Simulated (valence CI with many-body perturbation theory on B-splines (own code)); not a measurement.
## Os³⁶⁺: E2, M1 decay

Method: relativistic CI+MBPT: four valence electrons over a frozen Dirac-Fock core [Kr], a basis of 7 s, 7 p, 8 d, 6 f, 4 g, 1 h functions for each j, with the one-electron correlation potential Σ1 (screened to all orders), the two-electron term Σ2, the three-electron term Σ3, Breit, model QED; selected single and double excitations, second order for the rest, scaled by the run's own slope (own B-spline code, finite nucleus).

No measured spectrum was set against this ion. As an estimate, large intervals hold to a few tenths of a per cent, small ones and those within an open d or f shell to about a per cent. The list stops below the first excitations out of the core.

Lines 51 to 100 of 120 in falling wavelength, among levels below 1060500 cm⁻¹, chosen from the decays that carry over 1 % of a level's rate. Wavelengths and rates use the calculated energies. Electric multipoles are in the length gauge, E1 and E2 with the static RPA response of the core. Weak lines are less certain than strong ones. Lines between different terms over intervals too small for the method are left out, as are lines whose strength nearly cancels. The highest levels of a list are the least certain. Branching is blank where the lifetime is uncertain.

Levels are named by their leading jj configuration (3d3/2^4 stands for four electrons in 3d with j = 3/2), which in mixed levels can hold well under half, so a name can repeat and another be missing. Letters in brackets count levels of one name in rising energy.

```tsv
λ vac (nm)	Upper	Lower	Type	A (s⁻¹)	Branch %
59.21	(4d3/2^2 4d5/2^2) J=6	(4d3/2^3 4d5/2) J=4	E2	6.92e+00	36.8
59.00	(4d3/2 4d5/2^3) J=3 [a]	(4d3/2^2 4d5/2^2) J=3 [a]	M1	6.89e+04	36.2
58.40	(4d3/2 4d5/2^3) J=4 [a]	(4d3/2^2 4d5/2^2) J=4 [a]	M1	1.17e+05	70.2
58.15	(4d3/2 4d5/2^3) J=4 [b]	(4d3/2^2 4d5/2^2) J=4 [c]	M1	3.13e+04	25.4
58.03	(4d3/2^2 4d5/2^2) J=2 [b]	(4d3/2^3 4d5/2) J=3	M1	3.26e+02	1.4
57.98	(4d3/2^2 4d5/2^2) J=2 [a]	(4d3/2^3 4d5/2) J=1	M1	1.06e+05	82.1
57.55	(4d3/2 4d5/2^3) J=5	(4d3/2^2 4d5/2^2) J=5	M1	2.59e+04	28.0
57.34	(4d3/2 4d5/2^3) J=2 [a]	(4d3/2^2 4d5/2^2) J=3 [b]	M1	4.62e+04	28.9
57.02	(4d3/2 4d5/2^3) J=3 [b]	(4d3/2^2 4d5/2^2) J=2 [b]	M1	2.04e+04	17.6
56.92	(4d5/2^4) J=4	(4d3/2 4d5/2^3) J=5	M1	3.17e+04	12.3
56.53	(4d5/2^4) J=2	(4d3/2 4d5/2^3) J=3 [b]	M1	2.06e+04	7.8
56.17	(4d3/2 4d5/2^3) J=6	(4d3/2^2 4d5/2^2) J=5	M1	4.37e+04	54.7
56.07	(4d3/2^2 4d5/2^2) J=3 [b]	(4d3/2^3 4d5/2) J=2	M1	1.89e+03	
55.82	(4d3/2 4d5/2^3) J=3 [b]	(4d3/2^2 4d5/2^2) J=4 [b]	M1	1.51e+04	13.0
55.74	(4d3/2 4d5/2^3) J=1 [b]	(4d3/2^2 4d5/2^2) J=2 [c]	M1	4.12e+04	28.7
55.60	(4d3/2 4d5/2^3) J=3 [a]	(4d3/2^2 4d5/2^2) J=2 [a]	M1	1.06e+05	56.0
55.60	(4d3/2 4d5/2^3) J=3 [c]	(4d3/2^2 4d5/2^2) J=2 [c]	M1	2.89e+04	30.1
55.24	(4d3/2 4d5/2^3) J=3 [b]	(4d3/2^2 4d5/2^2) J=3 [b]	M1	4.40e+04	37.8
55.09	(4d3/2^2 4d5/2^2) J=3 [b]	(4d3/2^3 4d5/2) J=4	M1	4.09e+04	
54.62	(4d3/2^3 4d5/2) J=2	(4d3/2^4) J=0	E2	4.33e+01	2.5
54.53	(4d3/2^2 4d5/2^2) J=4 [b]	(4d3/2^3 4d5/2) J=4	M1	4.98e+02	3.1
54.49	(4d5/2^4) J=2	(4d3/2 4d5/2^3) J=2 [a]	M1	6.71e+04	25.3
54.35	(4d3/2^2 4d5/2^2) J=2 [b]	(4d3/2^3 4d5/2) J=2	M1	1.70e+04	74.3
53.23	(4d3/2 4d5/2^3) J=2 [a]	(4d3/2^2 4d5/2^2) J=1	M1	2.13e+04	13.4
51.61	(4d3/2 4d5/2^3) J=5	(4d3/2^2 4d5/2^2) J=4 [a]	M1	1.51e+04	16.4
51.13	(4d3/2 4d5/2^3) J=1 [a]	(4d3/2^2 4d5/2^2) J=2 [a]	M1	9.58e+04	39.2
51.11	(4d3/2 4d5/2^3) J=2 [b]	(4d3/2^2 4d5/2^2) J=2 [c]	M1	4.38e+04	41.5
51.07	(4d5/2^4) J=4	(4d3/2 4d5/2^3) J=3 [a]	M1	8.14e+04	31.7
50.45	(4d5/2^4) J=4	(4d3/2 4d5/2^3) J=4 [a]	M1	1.26e+05	48.9
49.99	(4d3/2 4d5/2^3) J=1 [a]	(4d3/2^2 4d5/2^2) J=0 [a]	M1	9.01e+04	36.9
47.12	(4d3/2^2 4d5/2^2) J=2 [c]	(4d3/2^3 4d5/2) J=3	M1	8.30e+04	74.6
46.97	(4d5/2^4) J=2	(4d3/2 4d5/2^3) J=1 [a]	M1	9.47e+04	35.7
46.75	(4d5/2^4) J=0	(4d3/2 4d5/2^3) J=1 [b]	M1	2.45e+05	70.0
46.60	(4d3/2 4d5/2^3) J=2 [a]	(4d3/2^2 4d5/2^2) J=3 [a]	M1	4.39e+04	27.6
45.60	(4d3/2 4d5/2^3) J=1 [b]	(4d3/2^2 4d5/2^2) J=2 [b]	M1	3.16e+03	2.2
45.21	(4d3/2 4d5/2^3) J=3 [b]	(4d3/2^2 4d5/2^2) J=3 [a]	M1	1.31e+04	11.3
45.07	(4d3/2 4d5/2^3) J=0	(4d3/2^2 4d5/2^2) J=1	M1	7.43e+04	90.7
44.74	(4d3/2 4d5/2^3) J=3 [c]	(4d3/2^2 4d5/2^2) J=4 [b]	M1	4.69e+03	4.9
44.67	(4d3/2^2 4d5/2^2) J=2 [c]	(4d3/2^3 4d5/2) J=2	M1	2.59e+04	23.3
44.37	(4d3/2 4d5/2^3) J=3 [b]	(4d3/2^2 4d5/2^2) J=4 [a]	M1	1.54e+04	13.2
44.32	(4d3/2^2 4d5/2^2) J=4 [c]	(4d3/2^3 4d5/2) J=3	M1	2.76e+04	84.0
43.74	(4d5/2^4) J=2	(4d3/2 4d5/2^3) J=3 [a]	M1	6.79e+04	25.6
43.73	(4d3/2^2 4d5/2^2) J=2 [b]	(4d3/2^3 4d5/2) J=1	M1	4.38e+03	19.1
43.31	(4d3/2 4d5/2^3) J=4 [b]	(4d3/2^2 4d5/2^2) J=3 [b]	M1	3.26e+04	26.4
43.18	(4d3/2 4d5/2^3) J=3 [b]	(4d3/2^2 4d5/2^2) J=2 [a]	M1	2.91e+03	2.5
42.46	(4d3/2 4d5/2^3) J=2 [b]	(4d3/2^2 4d5/2^2) J=2 [b]	M1	3.44e+03	3.3
41.95	(4d3/2 4d5/2^3) J=1 [b]	(4d3/2^2 4d5/2^2) J=1	M1	2.13e+04	14.8
41.47	(4d3/2 4d5/2^3) J=2 [b]	(4d3/2^2 4d5/2^2) J=3 [b]	M1	1.09e+04	10.4
39.27	(4d3/2 4d5/2^3) J=2 [b]	(4d3/2^2 4d5/2^2) J=1	M1	2.07e+04	19.6
39.18	(4d3/2 4d5/2^3) J=4 [b]	(4d3/2^2 4d5/2^2) J=5	M1	4.32e+04	35.0
```
